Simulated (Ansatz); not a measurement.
`C#[C][Ge]([F])([F])[O]C`, relaxed with RKS PBE-D4/def2-SVP in Ansatz from a rough embedded geometry. The force threshold is 0.03 eV/Å; the program also tests the step.

The species carries charge 0 and has multiplicity 1.

Start:

```xyz
11

C    -3.236    0.446   -0.236
C    -2.098    0.309   -0.385
Ge   -0.250    0.123   -0.572
F     0.202   -1.145   -1.752
F     0.446    1.642   -1.151
O     0.502   -0.277    1.006
C     1.918   -0.387    0.841
H    -4.300    0.501   -0.178
H     2.139   -1.181    0.111
H     2.349   -0.620    1.816
H     2.328    0.589    0.499
```

| step | energy (eV) | largest force (eV/Å) | largest move (Å) |
| --- | --- | --- | --- |
| 1 | -67140.0840 | 7.992 | 0.000 |
| 2 | -67140.4649 | 0.538 | 0.129 |
| 3 | -67140.4858 | 0.245 | 0.045 |
| 4 | -67140.4947 | 0.156 | 0.056 |
| 5 | -67140.4962 | 0.248 | 0.030 |
| 6 | -67140.4980 | 0.022 | 0.011 |

End:

```xyz
11

C    -3.324    0.410   -0.229
C    -2.113    0.307   -0.383
Ge   -0.262    0.159   -0.644
F     0.115   -1.042   -1.852
F     0.408    1.631   -1.297
O     0.547   -0.243    0.868
C     1.968   -0.396    0.887
H    -4.395    0.500   -0.091
H     2.307   -1.222    0.224
H     2.257   -0.642    1.929
H     2.492    0.538    0.587
```

Hardware: 3 threads of an AMD EPYC 7R13 on a shared host and a share of an NVIDIA H100 80 GB. Wall time 8 s, peak host memory 0.83 GiB.
